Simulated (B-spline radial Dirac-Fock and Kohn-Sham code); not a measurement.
## Re⁴⁺ 5d3/2: cross section and angular parameters

System: Re⁴⁺, configuration [Xe] 4f14 5d3; threshold 52.45 eV (orbital energy of the model). Level of theory: Dirac-Hartree-Slater photoionisation with a Latter tail; cross sections with all multipoles, angular parameters from the dipole term and its interference with E2; a radial atomic solver.

Input file task.json (cfg lists n, l and occupation; rrms is the nuclear radius in fm):

```json
{"items": [{
  "Z": 75,
  "q": 4,
  "cfg": [[1, 0, 2], [2, 0, 2], [2, 1, 6], [3, 0, 2], [3, 1, 6], [3, 2, 10], [4, 0, 2], [4, 1, 6], [4, 2, 10], [4, 3, 14], [5, 0, 2], [5, 1, 6], [5, 2, 3]],
  "A": 187,
  "rrms": 5.3698,
  "do": "xps",
  "hv": [54.7, 60, 60.1, 89.8, 100, 116.0, 176.0, 300, 348.0, 368.0, 400, 661.0, 778.0, 792.0, 836.0, 1000, 1253.6, 1350.0, 1860.0, 2310.0, 2984.4, 6150.0, 7910.0, 8590.0, 9560.0, 9630.0, 13300.0, 14100.0, 15000]
}]}
```

Command: `python xray2_run.py task.json out`

For linearly polarised light dσ/dΩ = σ/(4π) [1 + β P₂(cos θ) + (δ + γ cos²θ) sin θ cos φ], with θ from the polarisation vector and φ the angle between the beam and the projection of the electron momentum on the plane normal to the polarisation.

```
hν (eV)   σ (kb)       β       γ       δ
   89.8      253   1.601   0.101   0.022
    100      161   1.769   0.166   0.019
    116     84.0   1.939   0.260   0.009
    176     13.7   0.582   0.176  -0.007
    300     11.6  -0.383   0.005   0.076
    348     12.1  -0.083   0.096   0.063
    368     12.1   0.026   0.124   0.057
    400     12.1   0.180   0.156   0.048
    661     8.96   0.835   0.143   0.006
    778     7.49   0.975   0.093   0.001
    792     7.34   0.988   0.087   0.000
    836     6.86   1.028   0.069   0.000
   1000     5.38   1.141   0.015  -0.001
 1253.6     3.77   1.250  -0.030   0.003
   1350     3.32   1.278  -0.037   0.005
   1860     1.81   1.367  -0.006   0.017
   2310     1.14   1.398   0.073   0.027
 2984.4    0.627   1.408   0.227   0.040
   6150   0.0909   1.308   0.938   0.095
   7910   0.0429   1.238   1.240   0.126
   8590        ?       ?       ?       ?
   9560   0.0238   1.177   1.475   0.155
   9630   0.0232   1.174   1.484   0.157
  13300  0.00812   1.056   1.887   0.223
  14100  0.00668   1.033   1.958   0.237
  15000  0.00541   1.008   2.031   0.254
```

Question: Give the values at 8590 eV.

Answer: σ = 0.0333 kb, β = 1.212, γ = 1.342, δ = 0.138.

Values without a named source are computed, but for edge energies of neutral atoms, which are taken from tables.
